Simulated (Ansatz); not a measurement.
Ansatz (a first-principles code) input (MP2/6-31G*):

Ansatz 0.2 input:
```yaml
crystal:
  periodic: [false, false, false]
  atoms:
    - {symbol: C, position_ang: [0.59509000, 2.32986200, 0.64063000]}
    - {symbol: C, position_ang: [0.29563400, 1.15744800, 0.31825700]}
    - {symbol: B, position_ang: [-0.05764200, -0.22567800, -0.06205400]}
    - {symbol: C, position_ang: [1.05072600, -1.34911900, -0.33137500]}
    - {symbol: C, position_ang: [-1.57545200, -0.70525500, -0.23350500]}
    - {symbol: H, position_ang: [1.02463800, -2.09146800, 0.47887200]}
    - {symbol: H, position_ang: [2.06400300, -0.94707300, -0.37868700]}
    - {symbol: H, position_ang: [0.85139100, -1.91128600, -1.25358100]}
    - {symbol: H, position_ang: [-2.29864100, 0.02843100, 0.12609300]}
    - {symbol: H, position_ang: [-1.78499100, -0.88542100, -1.29741200]}
    - {symbol: H, position_ang: [-1.76417900, -1.66241000, 0.27094100]}
basis:
  gaussian:
    orbitals: 6-31G*
total_charge: -1
magnetization: {spin_polarized: false}
correlation: {method: mp2, electrons: outside_noble_gas}
relax: {f_tol: 0.003, max_steps: 120}
```

Output:

```
Functional definition: HF
these checks for a lower state are left out or cut short: cluster_reference
integrals: 0.04 GiB planned
1026 factors; integrals over basis functions are off by at most 3.8e-4 eV
mean field: 0.22 GiB planned
mean field evaluation 1: about -4882.7450 eV, gradient 3.1e1 eV
mean field evaluation 2: about -4882.8111 eV, gradient 3.1e1 eV
mean field evaluation 4: about -4886.1430 eV, gradient 5.4e0 eV
mean field evaluation 8: about -4886.2575 eV, gradient 4.7e-1 eV
mean field evaluation 16: about -4886.2615 eV, gradient 2.1e-6 eV
mean field -4886.26149767 eV, -179.5667980125 hartree, gradient 2.1e-6 eV, S^2 0.000000; 0 other end points of the search recorded, 0 dependent functions left out
5 core orbitals not correlated
reference -4886.26149767 eV, -179.5667980125 hartree; 13, 13 occupied and 69, 69 virtual orbitals, 1026 factors
densities: 0.18 GiB planned
second order -15.83115425 eV of doubles, -0.00000000 eV of singles
the calculation of the forces begins
relax step   1: F+E_penalty+E_count = -4902.09265193 eV  Δ(F+E_penalty+E_count) = +0.000e0 eV  max|allowed force component| = 1.663e0 eV/Å  Δτ_max = 0.0000 Å  (63 SCF iters, accepted)
these checks for a lower state are left out or cut short: starts, cluster_reference, orbital_swaps, neighbouring_geometries, increment
integrals: 0.04 GiB planned
1026 factors; integrals over basis functions are off by at most 3.8e-4 eV
mean field: 0.22 GiB planned
mean field -4886.22997485 eV, -179.5656395701 hartree, gradient 1.0e-6 eV, S^2 0.000000; 0 other end points of the search recorded, 0 dependent functions left out
5 core orbitals not correlated
reference -4886.22997485 eV, -179.5656395701 hartree; 13, 13 occupied and 69, 69 virtual orbitals, 1026 factors
densities: 0.18 GiB planned
second order -15.88407191 eV of doubles, -0.00000000 eV of singles
the calculation of the forces begins
relax step   2: F+E_penalty+E_count = -4902.11404676 eV  Δ(F+E_penalty+E_count) = -2.139e-2 eV  max|allowed force component| = 1.665e-1 eV/Å  Δτ_max = 0.0318 Å  (58 SCF iters, accepted)
these checks for a lower state are left out or cut short: starts, cluster_reference, orbital_swaps, neighbouring_geometries, increment
integrals: 0.04 GiB planned
1026 factors; integrals over basis functions are off by at most 3.8e-4 eV
mean field: 0.22 GiB planned
mean field evaluation 32: about -4886.1507 eV, gradient 5.3e-1 eV
mean field -4886.22470517 eV, -179.5654459128 hartree, gradient 2.6e-6 eV, S^2 0.000000; 0 other end points of the search recorded, 0 dependent functions left out
5 core orbitals not correlated
reference -4886.22470517 eV, -179.5654459128 hartree; 13, 13 occupied and 69, 69 virtual orbitals, 1026 factors
densities: 0.18 GiB planned
second order -15.88990214 eV of doubles, -0.00000000 eV of singles
the calculation of the forces begins
relax step   3: F+E_penalty+E_count = -4902.11460730 eV  Δ(F+E_penalty+E_count) = -5.605e-4 eV  max|allowed force component| = 2.402e-2 eV/Å  Δτ_max = 0.0064 Å  (48 SCF iters, accepted)
these checks for a lower state are left out or cut short: starts, cluster_reference, orbital_swaps, neighbouring_geometries, increment
integrals: 0.04 GiB planned
1026 factors; integrals over basis functions are off by at most 3.8e-4 eV
mean field: 0.22 GiB planned
mean field -4886.22493109 eV, -179.5654542152 hartree, gradient 2.4e-6 eV, S^2 0.000000; 0 other end points of the search recorded, 0 dependent functions left out
5 core orbitals not correlated
reference -4886.22493109 eV, -179.5654542152 hartree; 13, 13 occupied and 69, 69 virtual orbitals, 1026 factors
densities: 0.18 GiB planned
second order -15.88972577 eV of doubles, -0.00000000 eV of singles
the calculation of the forces begins
relax step   4: F+E_penalty+E_count = -4902.11465685 eV  Δ(F+E_penalty+E_count) = -4.955e-5 eV  max|allowed force component| = 7.906e-3 eV/Å  Δτ_max = 0.0031 Å  (43 SCF iters, accepted)
these checks for a lower state are left out or cut short: starts, cluster_reference, orbital_swaps, neighbouring_geometries, increment
integrals: 0.04 GiB planned
1026 factors; integrals over basis functions are off by at most 3.8e-4 eV
mean field: 0.22 GiB planned
mean field -4886.22528414 eV, -179.5654671897 hartree, gradient 1.8e-6 eV, S^2 0.000000; 0 other end points of the search recorded, 0 dependent functions left out
5 core orbitals not correlated
reference -4886.22528414 eV, -179.5654671897 hartree; 13, 13 occupied and 69, 69 virtual orbitals, 1026 factors
densities: 0.18 GiB planned
second order -15.88941212 eV of doubles, -0.00000000 eV of singles
the calculation of the forces begins
relax step   5: F+E_penalty+E_count = -4902.11469626 eV  Δ(F+E_penalty+E_count) = -3.941e-5 eV  max|allowed force component| = 9.293e-3 eV/Å  Δτ_max = 0.0082 Å  (42 SCF iters, accepted)
these checks for a lower state are left out or cut short: starts, cluster_reference, orbital_swaps, neighbouring_geometries, increment
integrals: 0.04 GiB planned
1026 factors; integrals over basis functions are off by at most 3.8e-4 eV
mean field: 0.22 GiB planned
mean field evaluation 64: about -4886.2252 eV, gradient 3.4e-4 eV
mean field -4886.22524985 eV, -179.5654659295 hartree, gradient 1.0e-6 eV, S^2 0.000000; 0 other end points of the search recorded, 0 dependent functions left out
5 core orbitals not correlated
reference -4886.22524985 eV, -179.5654659295 hartree; 13, 13 occupied and 69, 69 virtual orbitals, 1026 factors
densities: 0.18 GiB planned
second order -15.88952019 eV of doubles, -0.00000000 eV of singles
the calculation of the forces begins
relax step   6: F+E_penalty+E_count = -4902.11477004 eV  Δ(F+E_penalty+E_count) = -7.378e-5 eV  max|allowed force component| = 2.017e-2 eV/Å  Δτ_max = 0.0308 Å  (56 SCF iters, accepted)
these checks for a lower state are left out or cut short: starts, cluster_reference, orbital_swaps, neighbouring_geometries, increment
integrals: 0.04 GiB planned
1026 factors; integrals over basis functions are off by at most 3.8e-4 eV
mean field: 0.22 GiB planned
mean field -4886.22525638 eV, -179.5654661694 hartree, gradient 1.7e-6 eV, S^2 0.000000; 0 other end points of the search recorded, 0 dependent functions left out
5 core orbitals not correlated
reference -4886.22525638 eV, -179.5654661694 hartree; 13, 13 occupied and 69, 69 virtual orbitals, 1026 factors
densities: 0.18 GiB planned
second order -15.88953866 eV of doubles, -0.00000000 eV of singles
the calculation of the forces begins
relax step   7: F+E_penalty+E_count = -4902.11479503 eV  Δ(F+E_penalty+E_count) = -2.499e-5 eV  max|allowed force component| = 1.351e-2 eV/Å  Δτ_max = 0.0077 Å  (41 SCF iters, accepted)
these checks for a lower state are left out or cut short: starts, cluster_reference, orbital_swaps, neighbouring_geometries, increment
integrals: 0.04 GiB planned
1026 factors; integrals over basis functions are off by at most 3.9e-4 eV
mean field: 0.22 GiB planned
mean field -4886.22522760 eV, -179.5654651120 hartree, gradient 2.2e-6 eV, S^2 0.000000; 0 other end points of the search recorded, 0 dependent functions left out
5 core orbitals not correlated
reference -4886.22522760 eV, -179.5654651120 hartree; 13, 13 occupied and 69, 69 virtual orbitals, 1026 factors
densities: 0.18 GiB planned
second order -15.88959388 eV of doubles, -0.00000000 eV of singles
the calculation of the forces begins
relax step   8: F+E_penalty+E_count = -4902.11482148 eV  Δ(F+E_penalty+E_count) = -2.645e-5 eV  max|allowed force component| = 3.847e-3 eV/Å  Δτ_max = 0.0145 Å  (42 SCF iters, accepted)
these checks for a lower state are left out or cut short: starts, cluster_reference, orbital_swaps, neighbouring_geometries, increment
integrals: 0.04 GiB planned
1026 factors; integrals over basis functions are off by at most 3.9e-4 eV
mean field: 0.22 GiB planned
mean field evaluation 96: about -4886.2253 eV, gradient 1.3e-6 eV
mean field -4886.22525925 eV, -179.5654662748 hartree, gradient 1.3e-6 eV, S^2 0.000000; 0 other end points of the search recorded, 0 dependent functions left out
5 core orbitals not correlated
reference -4886.22525925 eV, -179.5654662748 hartree; 13, 13 occupied and 69, 69 virtual orbitals, 1026 factors
densities: 0.18 GiB planned
second order -15.88956841 eV of doubles, -0.00000000 eV of singles
the calculation of the forces begins
relax step   9: F+E_penalty+E_count = -4902.11482766 eV  Δ(F+E_penalty+E_count) = -6.177e-6 eV  max|allowed force component| = 2.437e-3 eV/Å  Δτ_max = 0.0102 Å  (43 SCF iters, accepted)
these checks for a lower state are left out or cut short: starts, cluster_reference, orbital_swaps, neighbouring_geometries, increment
integrals: 0.04 GiB planned
1026 factors; integrals over basis functions are off by at most 3.9e-4 eV
mean field: 0.22 GiB planned
mean field -4886.22532598 eV, -179.5654687272 hartree, gradient 9.3e-7 eV, S^2 0.000000; 0 other end points of the search recorded, 0 dependent functions left out
5 core orbitals not correlated
reference -4886.22532598 eV, -179.5654687272 hartree; 13, 13 occupied and 69, 69 virtual orbitals, 1026 factors
densities: 0.18 GiB planned
second order -15.88950344 eV of doubles, -0.00000000 eV of singles
the calculation of the forces begins
relax step  10: F+E_penalty+E_count = -4902.11482941 eV  Δ(F+E_penalty+E_count) = -1.753e-6 eV  max|allowed force component| = 1.661e-3 eV/Å  Δτ_max = 0.0066 Å  (42 SCF iters, accepted)
these checks for a lower state are left out or cut short: cluster_reference
integrals: 0.04 GiB planned
1026 factors; integrals over basis functions are off by at most 3.9e-4 eV
mean field: 0.22 GiB planned
mean field -4886.22532598 eV, -179.5654687272 hartree, gradient 9.3e-7 eV, S^2 0.000000; 1 other end points of the search recorded, 0 dependent functions left out
5 core orbitals not correlated
reference -4886.22532598 eV, -179.5654687272 hartree; 13, 13 occupied and 69, 69 virtual orbitals, 1026 factors
densities: 0.18 GiB planned
second order -15.88950344 eV of doubles, -0.00000000 eV of singles
the calculation of the forces begins
mean field evaluation 128: about -4886.1517 eV, gradient 3.8e-1 eV
Total energy: -4902.11482941 eV, -180.1493972081 hartree
Atom 0 at     0.603846     2.364144     0.650056 Å, force    -0.000041    -0.000160    -0.000044 eV/Å
Atom 1 at     0.299212     1.171457     0.322109 Å, force     0.000039     0.000153     0.000042 eV/Å
Atom 2 at    -0.055032    -0.215458    -0.059244 Å, force     0.000201     0.000786     0.000216 eV/Å
Atom 3 at     1.048047    -1.352495    -0.339830 Å, force     0.000141    -0.001661    -0.000039 eV/Å
Atom 4 at    -1.575632    -0.713073    -0.228128 Å, force    -0.000873    -0.001207    -0.000749 eV/Å
Atom 5 at     0.980260    -2.142276     0.423196 Å, force     0.000166     0.000963    -0.001077 eV/Å
Atom 6 at     2.069430    -0.961733    -0.329796 Å, force    -0.000943    -0.000204     0.000005 eV/Å
Atom 7 at     0.875586    -1.853385    -1.303729 Å, force     0.000225     0.000569     0.001089 eV/Å
Atom 8 at    -2.303993     0.043388     0.077284 Å, force     0.000744    -0.000574    -0.000219 eV/Å
Atom 9 at    -1.775293    -0.970393    -1.279070 Å, force     0.000151     0.000280     0.001419 eV/Å
Atom 10 at    -1.765855    -1.632145     0.345331 Å, force     0.000189     0.001055    -0.000643 eV/Å
Dipole moment:    -0.390538    -1.529012    -0.420424 e Å
Checks for a lower state left out: cluster_reference
```

The dipole moment of an ion depends on the origin.

The geometry given is a B3LYP-D3(BJ)/def2-TZVP minimum.
